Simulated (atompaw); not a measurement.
# u(r) = r·R(r): atom against pseudo-atom (gallium (Ga))

Columns: radius, all-electron u(r) and pseudo u(r) of the 4p shell (level -2.58 eV) of gallium in the configuration [Ar] 3d10 4s2 4p1; PBE, scalar-relativistic, PAW (atompaw) scheme, atompaw 4.2.0.5.

| r (bohr) | all-electron | pseudo |
| --- | --- | --- |
| 0.083 | 0.1110 | 0.0017 |
| 0.165 | 0.0919 | 0.0066 |
| 0.248 | -0.0204 | 0.0148 |
| 0.331 | -0.1267 | 0.0263 |
| 0.413 | -0.1890 | 0.0408 |
| 0.496 | -0.2066 | 0.0583 |
| 0.579 | -0.1887 | 0.0788 |
| 0.662 | -0.1473 | 0.1018 |
| 0.744 | -0.0930 | 0.1269 |
| 0.827 | -0.0317 | 0.1543 |
| 0.910 | 0.0315 | 0.1834 |
| 0.992 | 0.0927 | 0.2134 |
| 1.075 | 0.1517 | 0.2445 |
| 1.158 | 0.2067 | 0.2760 |
| 1.240 | 0.2566 | 0.3070 |
| 1.323 | 0.3024 | 0.3377 |
| 1.406 | 0.3436 | 0.3674 |
| 1.488 | 0.3798 | 0.3952 |
| 1.571 | 0.4123 | 0.4217 |
| 1.654 | 0.4407 | 0.4461 |
| 1.737 | 0.4654 | 0.4681 |
| 1.819 | 0.4863 | 0.4876 |
| 1.902 | 0.5044 | 0.5048 |
| 1.985 | 0.5194 | 0.5195 |
| 2.067 | 0.5316 | 0.5316 |
| 2.150 | 0.5415 | 0.5415 |

(1) How many radial nodes do the two functions have?

(2) Is the pseudo-wave norm-conserving?

## Answers

(1) The all-electron 4p function has n − l − 1 = 2; the pseudo-wave has 0, since the states of the same l below it are removed with the core.

(2) No, it belongs to a PAW set: the norm inside the radius is not constrained, and the difference is carried by the augmentation charge.
